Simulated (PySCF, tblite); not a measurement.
Isomers of C3H10NOSi (doublet state), one GFN2-xTB conformer each. Single-point energies are computed at B3LYP/pcH-1 (PySCF, gas phase, no added dispersion term), electronic only. GFN2-xTB treats the open shell by occupation alone, and not every SCF solution was tested for stability.

Question: Rank them by B3LYP/pcH-1 energy, lowest first (kJ/mol).
A. `[CH3:1][CH2:2][Si@@H:3]([OH:4])[N:5][CH3:6]` (doublet state) with C1–C2–Si3–O4 -56°, C2–Si3–O4–H 93°, C2–Si3–N5–C6 76°
B. `[CH3:1][NH:2][CH:3][SiH2:4][O:5][CH3:6]` (doublet state) with C1–N2–C3–Si4 -16°, N2–C3–Si4–O5 180°, C3–Si4–O5–C6 177°

Answer: A (0.0), B (84.0).

As drawn, the lower has an O–H bond, which the higher lacks; the higher has an N–H bond, which the lower lacks. GFN2-xTB itself gives, in the same order: 0.0, 35.4. Both levels put the same isomer lowest.

What happens when harmonic zero-point energies from GFN2-xTB frequencies are added?

| SMILES | ZPE (kJ/mol) | electronic (kJ/mol) | with ZPE (kJ/mol) |
| --- | --- | --- | --- |
| CC[Si@@H](O)[N]C | 332.6 | 0.0 | 0.0 |
| CN[CH][SiH2]OC | 328.8 | 84.0 | 80.2 |

The zero-point energies span 3.8 kJ/mol. The order is unchanged.
